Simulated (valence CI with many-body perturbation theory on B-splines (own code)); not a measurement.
**E1 transitions of La⁸⁺**

Calculated by valence CI with perturbative core correlation (CI+MBPT): three valence electrons over a frozen Dirac-Fock core [Kr] 4d10, radial functions for each j: 7 s, 7 p, 7 d, 7 f, 4 g, 2 h, with the one-electron correlation potential Σ1 (screened to all orders), the two-electron term Σ2, the three-electron term Σ3, Breit, model QED; selected single and double excitations, second order for the rest, scaled by the run's own slope (own B-spline code, finite nucleus).

No measured spectrum was set against this ion. As an estimate, levels hold to about 250 cm⁻¹ or 0.2 % of their energy and the worst to 1 %, as in measured heavy ions of charge 2 to 7; those with d or f electrons hold less well.

Lines 351 to 400 of 580 in falling wavelength, among levels below 524560 cm⁻¹, chosen from the strongest by gf and those to the six lowest levels. Wavelengths and rates use the calculated energies, so an error of 400 cm⁻¹ moves a line at 44.93 nm by 0.18 % and its rate by three times that or more. Electric multipoles are in the length gauge, E1 and E2 with the static RPA response of the core. Weak lines are less certain than strong ones. Lines between different terms over intervals too small for the method are left out, as are lines whose strength nearly cancels. Where a level lies close to another of its J and parity, the split of strength between their lines is uncertain. The highest levels of a list are the least certain.

Names give the largest LS component (configuration and term), which can be under half, so a name can repeat, a term be missing and a line seem to break the LS rules; names also repeat where a configuration has a term twice. Letters in brackets count levels of one name in rising energy.

| λ vac (nm) | Upper | Lower | A (s⁻¹) | S (a.u.) |
| --- | --- | --- | --- | --- |
| 44.93 | 4f 5s 5d 4F°_9/2 | 4f 5s 5p 4G_11/2 | 1.09e+09 | 4.90e-01 |
| 44.91 | 4f 5s 5p 4F_3/2 | 5s2 5p 2P°_1/2 | 2.67e+09 | 4.78e-01 |
| 44.87 | 4f 5s 5d 4G°_11/2 [a] | 4f 5s 5p 4G_11/2 | 2.69e+09 | 1.44e+00 |
| 44.87 | 4f 5s 5d 2P°_3/2 [a] | 4f 5s 5p 2F_5/2 [b] | 4.53e+09 | 8.08e-01 |
| 44.83 | 5s 5p 5d 4D°_7/2 [b] | 5s 5p2 2D_5/2 | 2.95e+09 | 1.05e+00 |
| 44.83 | 5s 5p 5d 4F°_7/2 [a] | 5s 5p2 4P_5/2 | 2.71e+09 | 9.64e-01 |
| 44.81 | 4f 5s 5d 4G°_9/2 [a] | 4f 5s 5p 4F_7/2 [b] | 1.07e+09 | 4.77e-01 |
| 44.75 | 4f 5s 5d 4H°_11/2 [a] | 4f 5s 5p 4G_11/2 | 1.58e+09 | 8.41e-01 |
| 44.74 | 5s 5p 5d 2P°_1/2 [a] | 5s 5p2 2S_1/2 | 1.32e+10 | 1.17e+00 |
| 44.69 | 4f 5s 5d 2D°_5/2 [a] | 4f 5s 5p 2D_5/2 [a] | 3.04e+09 | 8.05e-01 |
| 44.67 | 4f 5s 5d 4D°_7/2 [a] | 4f 5s 5p 2G_7/2 [b] | 1.32e+09 | 4.64e-01 |
| 44.64 | 4f2 5p 4G°_9/2 [c] | 4f 5s 5p 2G_7/2 [c] | 1.23e+09 | 5.39e-01 |
| 44.51 | 4f 5s 5d 4G°_7/2 [a] | 4f 5s 5p 4F_7/2 [b] | 1.72e+09 | 5.99e-01 |
| 44.48 | 4f 5s 5d 4F°_9/2 | 4f 5s 5p 4F_7/2 [b] | 4.89e+09 | 2.13e+00 |
| 44.44 | 4f 5s 5p 4D_3/2 [b] | 5s2 5p 2P°_3/2 | 1.97e+09 | 3.41e-01 |
| 44.43 | 4f2 5p 2H°_11/2 | 4f 5s 5p 2G_9/2 [b] | 4.28e+09 | 2.22e+00 |
| 44.27 | 4f 5s 5d 4F°_9/2 | 4f 5s 5p 4G_9/2 | 2.16e+09 | 9.27e-01 |
| 44.27 | 5s 5p 5d 4F°_5/2 | 5s 5p2 4P_3/2 | 7.89e+08 | 2.03e-01 |
| 44.26 | 4f 5s 5p 2D_5/2 [a] | 5s2 5p 2P°_3/2 | 5.82e+09 | 1.49e+00 |
| 44.22 | 4f 5s 5d 4G°_11/2 [a] | 4f 5s 5p 4G_9/2 | 6.02e+09 | 3.08e+00 |
| 44.18 | 4f 5s 5d 4H°_13/2 [a] | 4f 5s 5p 4G_11/2 | 1.18e+10 | 7.01e+00 |
| 44.12 | 4f2 5p 4G°_5/2 [a] | 4f 5s 5p 4D_5/2 | 2.23e+09 | 5.68e-01 |
| 44.10 | 4f 5s 5d 4D°_3/2 [b] | 4f 5s 5p 4D_1/2 | 2.62e+09 | 4.43e-01 |
| 44.10 | 4f 5s 5d 4H°_11/2 [a] | 4f 5s 5p 4G_9/2 | 2.31e+09 | 1.17e+00 |
| 44.03 | 4f 5s 5d 4H°_11/2 [b] | 4f 5s 5p 4G_11/2 | 1.64e+09 | 8.31e-01 |
| 44.00 | 4f 5s 5d 4H°_9/2 | 4f 5s 5p 4G_9/2 | 2.69e+09 | 1.13e+00 |
| 44.00 | 4f 5s 5d 2H°_11/2 [a] | 4f 5s 5p 2G_9/2 [a] | 1.04e+10 | 5.25e+00 |
| 43.98 | 4f 5s 5d 4G°_7/2 [b] | 4f 5s 5p 4D_5/2 | 3.24e+09 | 1.09e+00 |
| 43.82 | 4f 5p2 4F°_5/2 [a] | 5s 5p2 2D_3/2 | 1.87e+09 | 4.67e-01 |
| 43.81 | 4f 5s 5d 2D°_5/2 [b] | 4f 5s 5p 2D_3/2 [a] | 2.56e+09 | 6.38e-01 |
| 43.54 | 4f 5s 5d 2G°_9/2 [a] | 4f 5s 5p 4G_9/2 | 2.86e+09 | 1.17e+00 |
| 43.47 | 4f 5s 5d 2P°_1/2 [a] | 4f 5s 5p 2D_3/2 [a] | 1.63e+10 | 1.32e+00 |
| 43.47 | 4f2 5p 4S°_3/2 [a] | 5s2 5d 2D_5/2 | 3.34e+09 | 5.42e-01 |
| 43.47 | 4f 5s 5d 4P°_3/2 | 4f 5s 5p 4D_3/2 [b] | 5.25e+09 | 8.51e-01 |
| 43.46 | 4f 5s 5d 4D°_7/2 [a] | 4f 5s 5p 4F_7/2 [b] | 2.17e+09 | 7.05e-01 |
| 43.46 | 5s2 5f 2F°_5/2 | 4f 5s 5p 2D_3/2 [a] | 8.51e+09 | 2.07e+00 |
| 43.45 | 4f 5s 5d 4P°_5/2 [b] | 4f 5s 5p 2D_5/2 [a] | 4.87e+09 | 1.18e+00 |
| 43.44 | 4f 5s 5d 4P°_1/2 | 4f 5s 5p 4D_1/2 | 1.14e+10 | 9.27e-01 |
| 43.39 | 4f 5s 5d 4H°_11/2 [b] | 4f 5s 5p 4G_9/2 | 2.91e+09 | 1.41e+00 |
| 43.35 | 4f 5s 5d 2F°_7/2 [b] | 5s2 5d 2D_5/2 | 3.07e+09 | 9.87e-01 |
| 43.30 | 5s 5p 5d 2D°_5/2 [a] | 5s 5p2 2D_5/2 | 1.44e+10 | 3.46e+00 |
| 43.28 | 4f 5s 5d 4P°_5/2 [b] | 4f 5s 5p 4D_3/2 [b] | 3.83e+09 | 9.19e-01 |
| 43.27 | 4f 5s 5d 4D°_7/2 [a] | 4f 5s 5p 4G_9/2 | 1.33e+09 | 4.24e-01 |
| 43.26 | 5s 5p 5d 4P°_5/2 | 5s 5p2 4P_5/2 | 2.98e+09 | 7.14e-01 |
| 43.25 | 4f 5s 5d 4D°_5/2 | 4f 5s 5p 4D_3/2 [a] | 4.27e+09 | 1.02e+00 |
| 43.23 | 4f 5s 5d 4H°_13/2 [b] | 4f 5s 5p 4G_11/2 | 7.74e+09 | 4.32e+00 |
| 43.13 | 5s2 6p 2P°_3/2 [a] | 5s 5p2 2S_1/2 | 6.28e+09 | 9.94e-01 |
| 43.11 | 4f 5s 5d 4G°_9/2 [b] | 4f 5s 5p 4F_7/2 [b] | 6.72e+09 | 2.66e+00 |
| 43.01 | 5p3 2P°_3/2 | 5s 5p2 4P_3/2 | 2.46e+08 | 3.86e-02 |
| 43.00 | 4f 5s 5d 4G°_11/2 [b] | 4f 5s 5p 4G_11/2 | 2.09e+09 | 9.84e-01 |
